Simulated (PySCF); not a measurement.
A side-by-side comparison of computed properties.

First species: C5H6O4Si.
InChI=1S/C5H6O4Si/c1-3-5(7)9-10(2)8-4-6/h1,4,10H,2H3/t10-/m1/s1

Second species: C₇H₁₅FSi.
SMILES with atom numbers: `[CH3:1][CH2:2][CH2:3]/[C:4]([CH3:5])=[C:6](/[SiH3:7])[CH2:8][F:9]` (hydrogens: H10, H11, H12 on C1; H13, H14 on C2; H15, H16 on C3; H17, H18, H19 on C5; H20, H21, H22 on Si7; H23, H24 on C8)

Levels: PBE0/pcSseg-1 for dipole moment, HOMO energy, LUMO energy and HOMO–LUMO gap; GFN2-xTB for rotational constant A and rotational constant C. Geometries: GFN2-xTB. Each species is one conformer at its optimised geometry, gas phase, non-relativistic unless stated. Electronic properties by PySCF.

The conformers computed, where there is a choice (atom-mapped SMILES and torsion angles):
- `[CH:1]#[C:2][C:3](=[O:4])[O:5][Si@H:6]([CH3:7])[O:8][CH:9]=[O:10]`: C2–C3–O5–Si6 179°, C3–O5–Si6–C7 -64°, O5–Si6–O8–C9 -179°, Si6–O8–C9–O10 1°
- `[CH3:1][CH2:2][CH2:3]/[C:4]([CH3:5])=[C:6](/[SiH3:7])[CH2:8][F:9]`: C1–C2–C3–C4 179°, C2–C3–C4–C5 -97°, C4–C6–C8–F9 139°

```csv
property,column X,column Y
dipole moment,2.85 D,2.79 D
HOMO energy,-7.14 eV,-8.57 eV
LUMO energy,-0.20 eV,-1.75 eV
HOMO–LUMO gap,6.94 eV,6.82 eV
rotational constant A,1.868 GHz,2.933 GHz
rotational constant C,0.584 GHz,0.516 GHz
```

(1) Which column belongs to which species?

(2) How does each property change from the first species to the second?

Answers

(1) Column X is the second species and column Y the first. The first has 16 atoms and 82 electrons, the second 24 and 80.

(2) dipole moment +0.06 D; HOMO energy +1.43 eV; LUMO energy +1.55 eV; HOMO–LUMO gap +0.12 eV; rotational constant A -1.065 GHz; rotational constant C +0.068 GHz.

On the first: The dipole equals about 9.3 × 10⁻³⁰ C·m (1 D = 3.33564 × 10⁻³⁰ C·m). A dipole of 2.79 D is allowed in C1, and pure rotational transitions are dipole-allowed.

On the second: A dipole of 2.85 D is allowed in C1, and pure rotational transitions are dipole-allowed. The dipole matches unit charges of opposite sign 0.59 Å apart (1 e·Å = 4.8032 D).
